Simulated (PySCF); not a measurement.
## How methods differ on the excitation energy of V

V [Ar] 3d3 4s2 (4F) → V [Ar] 3d2 4s2 4p1 (high-spin determinant), as a difference of total energies. Computed with PySCF 2.14 in aug-cc-pVDZ (7s6p4d2f, 59 functions), with no relativity, point nucleus. Correlated levels: valence: [Ar] frozen. The calculations carry no spin-orbit coupling.

| method | excitation energy (cm⁻¹) |
| --- | --- |
| UHF | 46796 |
| LDA | 55580 |
| PBE | 54039 |
| PBE0 | 52634 |
| r2SCAN | 55370 |
| HSE06 | 52499 |
| BP86 | 54111 |
| MP2 (valence) | 47403 |

Task: Estimate what TPSSh gives.

Result: 51822 cm⁻¹, closest to HSE06 among the rows shown.

Task: Estimate what SCS-MP2 (valence) gives.

Result: 45705 cm⁻¹, closest to UHF among the rows shown.

A first-order spin-orbit estimate (lowest level to lowest level, LS coupling) adds -0.018 eV.

The determinant of the upper state mixes LS terms, which raises its energy above the lowest term, most at the Hartree-Fock and MP2 levels.
